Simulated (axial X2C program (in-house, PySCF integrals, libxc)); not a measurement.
Potential curves of SbTe⁺, two-component

Computed with an in-house relativistic program for diatomic molecules. Two-component (2c) means X2C with spin–orbit coupling and atomic mean-field two-electron Coulomb and Gaunt terms. Basis: Te dyall-cv3z [11s12p8d4f1g], Sb dyall-cv3z [11s12p8d4f1g] (cores contracted in-house); Gaussian nuclei, density fitting, unrestricted open shells. Masses: Te 129.906 u, Sb 120.904 u.

State: Ω = 0 (closed shell). Energies in eV from the fragments at the same level (Te+ + Sb). Fits are polynomials in 1 − R0/R over 0.85 to 1.23 times the lowest point R0.

```tsv
R (Å)	PBE0
2.1411	-2.4468
2.2395	-3.3770
2.3133	-3.7708
2.3872	-3.9698
2.4610	-4.0202
2.5471	-3.9396
2.6333	-3.7518
2.7440	-3.4078
2.8794	-2.9005
3.0762	-2.1160
```

The state is one determinant whose occupation by symmetry is held fixed; it was picked as the lowest of a PBE0 search that is not exhaustive. Closed shells are restricted here (equal orbitals for both partners); the stretched side of such a curve lies too high. De is counted from the lowest determinant-based energies of the atoms at the same level, without counterpoise correction.

(1) What are Re, ωe and De at the PBE0 level?

Results:

(1) At PBE0, 2c: Re = 2.454 Å, ωe ≈ 302 cm⁻¹, De = 4.02 eV to Te+ + Sb; Be follows as 0.0447 cm⁻¹.
